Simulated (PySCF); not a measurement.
B(F)(OMe)(OSiH3) (CH6BFO2Si), SMILES COB(F)O[SiH3].

The structure is a stationary point at PBE-D3(BJ)/def2-SVP. The structure was generated by enumeration, and PubChem lists no compound with its InChIKey, so it may never have been made. One conformer was computed; it need not be the lowest.

Calculation: PBE-D3(BJ)/def2-SVP in PySCF.

Frequencies are harmonic and unscaled.

```json
[
 {"mode": "1", "ν (cm⁻¹)": "57", "IR (km/mol)": "0.0", "moving atoms (share of kinetic energy)": "H 96 %"},
 {"mode": "2", "ν (cm⁻¹)": "86", "IR (km/mol)": "1.8", "moving atoms (share of kinetic energy)": "O 50 %, F 18 %, H 17 %, Si 9 %"},
 {"mode": "3", "ν (cm⁻¹)": "90", "IR (km/mol)": "2.1", "moving atoms (share of kinetic energy)": "Si 35 %, O 24 %, C 19 %, H 18 %"},
 {"mode": "4", "ν (cm⁻¹)": "93", "IR (km/mol)": "0.8", "moving atoms (share of kinetic energy)": "H 91 %"},
 {"mode": "5", "ν (cm⁻¹)": "162", "IR (km/mol)": "1.1", "moving atoms (share of kinetic energy)": "O 64 %, H 20 %, C 10 %"},
 {"mode": "6", "ν (cm⁻¹)": "244", "IR (km/mol)": "4.4", "moving atoms (share of kinetic energy)": "F 32 %, C 29 %, H 20 %, O 16 %"},
 {"mode": "7", "ν (cm⁻¹)": "396", "IR (km/mol)": "12.7", "moving atoms (share of kinetic energy)": "F 47 %, Si 24 %, O 16 %"},
 {"mode": "8", "ν (cm⁻¹)": "502", "IR (km/mol)": "6.7", "moving atoms (share of kinetic energy)": "O 53 %, H 16 %, C 13 %, F 11 %"},
 {"mode": "9", "ν (cm⁻¹)": "640", "IR (km/mol)": "15.3", "moving atoms (share of kinetic energy)": "B 74 %, H 13 %"},
 {"mode": "10", "ν (cm⁻¹)": "686", "IR (km/mol)": "16.3", "moving atoms (share of kinetic energy)": "H 35 %, O 28 %, F 21 %, Si 11 %"},
 {"mode": "11", "ν (cm⁻¹)": "699", "IR (km/mol)": "72.1", "moving atoms (share of kinetic energy)": "H 71 %, O 12 %, B 9 %"},
 {"mode": "12", "ν (cm⁻¹)": "725", "IR (km/mol)": "50.2", "moving atoms (share of kinetic energy)": "H 50 %, O 33 %, Si 11 %"},
 {"mode": "13", "ν (cm⁻¹)": "911", "IR (km/mol)": "62.8", "moving atoms (share of kinetic energy)": "H 86 %"},
 {"mode": "14", "ν (cm⁻¹)": "915", "IR (km/mol)": "65.3", "moving atoms (share of kinetic energy)": "H 96 %"},
 {"mode": "15", "ν (cm⁻¹)": "917", "IR (km/mol)": "6.1", "moving atoms (share of kinetic energy)": "O 40 %, H 29 %, C 9 %, F 9 %"},
 {"mode": "16", "ν (cm⁻¹)": "943", "IR (km/mol)": "404.4", "moving atoms (share of kinetic energy)": "H 75 %, Si 15 %"},
 {"mode": "17", "ν (cm⁻¹)": "1109", "IR (km/mol)": "21.6", "moving atoms (share of kinetic energy)": "O 48 %, C 28 %, H 14 %"},
 {"mode": "18", "ν (cm⁻¹)": "1145", "IR (km/mol)": "0.0", "moving atoms (share of kinetic energy)": "H 77 %, C 19 %"},
 {"mode": "19", "ν (cm⁻¹)": "1155", "IR (km/mol)": "15.2", "moving atoms (share of kinetic energy)": "H 61 %, C 18 %, O 9 %"},
 {"mode": "20", "ν (cm⁻¹)": "1359", "IR (km/mol)": "272.5", "moving atoms (share of kinetic energy)": "H 43 %, B 30 %, C 13 %, O 11 %"},
 {"mode": "21", "ν (cm⁻¹)": "1414", "IR (km/mol)": "616.4", "moving atoms (share of kinetic energy)": "B 57 %, H 21 %, O 17 %"},
 {"mode": "22", "ν (cm⁻¹)": "1424", "IR (km/mol)": "4.4", "moving atoms (share of kinetic energy)": "H 97 %"},
 {"mode": "23", "ν (cm⁻¹)": "1426", "IR (km/mol)": "86.0", "moving atoms (share of kinetic energy)": "H 79 %, B 13 %"},
 {"mode": "24", "ν (cm⁻¹)": "1474", "IR (km/mol)": "275.7", "moving atoms (share of kinetic energy)": "H 43 %, B 34 %, O 20 %"},
 {"mode": "25", "ν (cm⁻¹)": "2176", "IR (km/mol)": "58.2", "moving atoms (share of kinetic energy)": "H 98 %"},
 {"mode": "26", "ν (cm⁻¹)": "2183", "IR (km/mol)": "125.5", "moving atoms (share of kinetic energy)": "H 96 %"},
 {"mode": "27", "ν (cm⁻¹)": "2201", "IR (km/mol)": "115.6", "moving atoms (share of kinetic energy)": "H 96 %"},
 {"mode": "28", "ν (cm⁻¹)": "2960", "IR (km/mol)": "55.2", "moving atoms (share of kinetic energy)": "H 98 %"},
 {"mode": "29", "ν (cm⁻¹)": "3049", "IR (km/mol)": "21.4", "moving atoms (share of kinetic energy)": "H 90 %, C 10 %"},
 {"mode": "30", "ν (cm⁻¹)": "3060", "IR (km/mol)": "13.7", "moving atoms (share of kinetic energy)": "H 90 %, C 10 %"}
]
```
